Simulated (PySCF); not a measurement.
**CsLi⁺: energy against distance**

Set-up: basis Cs def2-SVP with ECP46, Li def2-SVP; scalar-relativistic core potentials; PySCF 2.14. Energies in eV from Cs⁺ + Li in their ground configurations at the same level. State: ²Σ⁺ (doublet), unpaired electrons σ ↑.

All columns are TPSSh. A positive dipole points towards Li; it is taken about the centre of mass and depends on that origin.

| R (Å) | E (eV) | μ (D) | Mulliken charge on Cs (basis-dependent) | HOMO (eV) | LUMO (eV) | Mayer bond order | ⟨S²⟩ |
| --- | --- | --- | --- | --- | --- | --- | --- |
| 3.729 | -0.295 | 4.31 | 0.75 | -7.28 | -6.24 | 0.39 | 0.75 |
| 3.902 | -0.344 | 4.47 | 0.74 | -7.19 | -6.21 | 0.40 | 0.75 |
| 4.076 | -0.372 | 4.59 | 0.73 | -7.09 | -6.18 | 0.40 | 0.75 |
| 4.206 | -0.382 | 4.67 | 0.72 | -7.01 | -6.15 | 0.41 | 0.75 |
| 4.336 | -0.385 | 4.73 | 0.71 | -6.94 | -6.09 | 0.42 | 0.75 |
| 4.466 | -0.382 | 4.77 | 0.70 | -6.86 | -6.04 | 0.42 | 0.75 |
| 4.639 | -0.371 | 4.80 | 0.70 | -6.76 | -5.92 | 0.42 | 0.75 |
| 4.856 | -0.350 | 4.79 | 0.70 | -6.64 | -5.71 | 0.42 | 0.75 |
| 5.117 | -0.319 | 4.71 | 0.71 | -6.50 | -5.43 | 0.41 | 0.75 |
| 5.463 | -0.275 | 4.52 | 0.73 | -6.32 | -5.09 | 0.39 | 0.75 |

A fit through these points gives, at Re = 4.325 Å, μ = 4.72 D and dμ/dR = 0.400 D/Å; the reduced mass is 6.664 u.

Question: How strong is the fundamental in the double-harmonic approximation, I = 42.26·(dμ/dR)²/μred km/mol?

Answer: I = 42.26·(0.400)²/6.664 = 1.01 km/mol at TPSSh.

The bond is weak. Basis-set superposition, not corrected here, can be much of De in a small basis, most of all at correlated wavefunction levels. Spin–orbit coupling is left out. For an ion De counts to the pair picked by the measured ionisation energies or electron affinities, which need not be the lowest pair at this level. The state was picked by a PBE0 search and need not be the measured ground state.
